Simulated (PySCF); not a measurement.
CH5ClO2Si. Atoms are numbered in the order given.

```xyz
10

C      1.9592    -0.2778     0.1140
Si     0.1923     0.0808    -0.2996
O     -0.4128    -0.8459    -1.5358
O      0.0931     1.6748    -0.7155
Cl    -1.0060    -0.3221     1.3709
H      2.5924    -0.1369    -0.7762
H      2.3138     0.4010     0.9046
H      2.0751    -1.3138     0.4665
H     -1.0239    -1.5513    -1.2949
H     -0.7452     1.9791    -1.0838
```
Charge 0, spin multiplicity 1.

Geometry optimised at B3LYP-D3(BJ)/def2-SVP. Other conformers were not sampled.

Computed with PBE0/pcSseg-1 in PySCF.

GIAO shieldings, no solvent; atoms listed in one row are averaged. δ = σ(ref) − σ: ¹³C against TMS (σ = 186.3 ppm); ²⁹Si against TMS (σ = 352.7 ppm); ¹⁷O against H2O (σ = 334.2 ppm); ³⁵Cl against HCl (σ = 945.9 ppm); ¹H against TMS (σ = 31.56 ppm), references at their B3LYP-D3(BJ)/def2-TZVP geometries, non-relativistic (without spin–orbit terms, shifts of atoms bonded to Cl or Br come out too high).

Computed chemical shifts:
```
nucleus       atoms  count  δ (ppm)
-------  ----------  -----  -------
¹³C              C1      1      2.7
²⁹Si            Si2      1     -6.0
¹⁷O              O3      1     79.7
¹⁷O              O4      1     78.4
³⁵Cl            Cl5      1     80.8
¹H              H10      1     2.61
¹H               H9      1     2.27
¹H       H6, H7, H8      3     0.73
```
